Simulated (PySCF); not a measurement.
A structure optimised at PBE-D3(BJ)/def2-SVP, used in a PySCF frequency run:

```xyz
11

Si     2.4645     0.0932    -0.1325
F      3.8265    -0.8301    -0.1461
Si     0.5610    -1.2847     0.0437
Si    -1.2367     0.1249    -0.4919
Cl    -3.0264    -0.5462     0.3251
Cl    -0.7355     1.9810     0.3362
H      2.5366     1.0303     1.0374
H      2.4134     0.8712    -1.4178
H      0.6104    -2.4500    -0.9081
H      0.3669    -1.7820     1.4502
H     -1.4580     0.3418    -1.9592
```

### Question
Write its SMILES and formula.

### Answer
F[SiH2][SiH2][SiH](Cl)Cl, Cl₂FH₅Si₃

### Question
What are its rotational constants (standard atomic weights)?

### Answer
2.1367, 0.56685, 0.46661 GHz
